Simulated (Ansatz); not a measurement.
A single point on AlBrH4N2, SMILES `[NH2][Al]([NH2])[Br]`.

```yaml
crystal:
  periodic: [false, false, false]
  atoms:
    - {symbol: N, position_ang: [-0.268883, 1.555179, -0.103512]}
    - {symbol: Al, position_ang: [-0.163200, -0.171986, -0.412220]}
    - {symbol: N, position_ang: [0.559609, -1.317484, 0.708024]}
    - {symbol: Br, position_ang: [-1.003331, -0.962693, -2.353470]}
    - {symbol: H, position_ang: [-0.682955, 2.210385, -0.745150]}
    - {symbol: H, position_ang: [0.065777, 2.027745, 0.719229]}
    - {symbol: H, position_ang: [0.966115, -1.091823, 1.600239]}
    - {symbol: H, position_ang: [0.619066, -2.306222, 0.531060]}
basis:
  gaussian: {orbitals: def2-QZVPP}
correlation: {method: mp2}
```

```sh
$ ansatz run in.yaml --threads 4 --pin off --events-out ev --progress --plain
```

It prints (some lines left out):

```
Functional definition: HF
2400 factors; integrals over basis functions are off by at most 1.2e-3 eV
mean field evaluation 1: about -79611.1126 eV, gradient 5.2e1 eV
mean field evaluation 2: about -79611.1798 eV, gradient 5.2e1 eV
mean field evaluation 4: about -79616.3392 eV, gradient 2.9e0 eV
mean field evaluation 8: about -79616.3840 eV, gradient 3.5e-1 eV
mean field -79616.38421960 eV, -2925.8481541469 hartree, gradient 2.3e-6 eV, S^2 0.000000; 0 other end points of the search recorded, 0 dependent functions left out
16 core orbitals not correlated: weight in the atoms' cores, before any rotation towards them, 0.999 or more for the frozen orbitals, at most 0.001 for the correlated occupied ones
reference -79616.38421960 eV, -2925.8481541469 hartree; 17, 17 occupied and 360, 360 virtual orbitals, 2400 factors
second order -30.85422698 eV of doubles, -0.00000000 eV of singles
Total energy: -79647.23844658 eV, -2926.9820260747 hartree
```

It took 12 s on 4 threads of a server CPU on a shared host, with 1.8 GiB of host memory at the peak.
